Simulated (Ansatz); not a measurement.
Molecule: CH3BF2N, charge -1, multiplicity 1. It need not be the lowest isomer of its formula. Whether it binds its extra electron was not tested at this geometry. 
Geometry from a B3LYP-D3(BJ)/def2-TZVP (Ansatz, a quantum-chemistry and plane-wave program) optimisation:
SMILES: [N-](C)B(F)F
```xyz
8

C     -1.9494    -0.0824     0.1295
N     -0.7189    -0.6594    -0.3160
B      0.4631    -0.0599    -0.0767
F      0.6917     1.1466     0.6003
F      1.6893    -0.5718    -0.4842
H     -2.5098    -0.7585     0.8045
H     -2.6472     0.1160    -0.7075
H     -1.8588     0.8786     0.6771
```
Charge -1, spin multiplicity 1.

Total electronic energies in hartree. Cores are frozen in the correlated levels unless marked. Spin-orbit coupling is left out. No relativistic terms. Basis-set limits of correlation are two-point, X^-3; Hartree-Fock from the larger set.

| level | program | energy (Eh) |
|---|---|---|
| revPBE-D3(BJ)/def2-TZVPD | Ansatz + dftd3 | -319.40471 |
| B3LYP-D3(BJ)/def2-TZVPD | Ansatz + dftd3 | -319.52088 |
| PBE0-D4/def2-TZVP | Ansatz + dftd4 | -319.16281 |
| PBE0/def2-TZVP | Ansatz | -319.15853 |
| BHLYP-D3(BJ)/def2-TZVPD | Ansatz + dftd3 | -319.36587 |
| HSE06/def2-TZVPD | Ansatz | -319.14828 |
| B2GP-PLYP-D3(BJ)/def2-TZVPD | Ansatz + dftd3 | -319.24352 |
| PBE-QIDH/def2-TZVPD | Ansatz | -319.12218 |
| RPA@PBE/cc-pVTZ | Ansatz | -319.35473 |
| MP2/CBS(aug-cc-pVTZ,aug-cc-pVQZ) | Ansatz | -319.0495 |
| SCS-MP2/cc-pVDZ | Ansatz | -318.51619 |
| SCS-MP2/cc-pwCVTZ | Ansatz | -318.87804 |
| CCSD/STO-3G | Ansatz | -313.51418 |
| CCSD/6-31G | Ansatz | -318.17081 |
| CCSD(T)/CBS(aug-cc-pVTZ,aug-cc-pVQZ) | Ansatz | -319.0912 |

Totals of different functionals don't rank their quality; only differences between species are comparable.
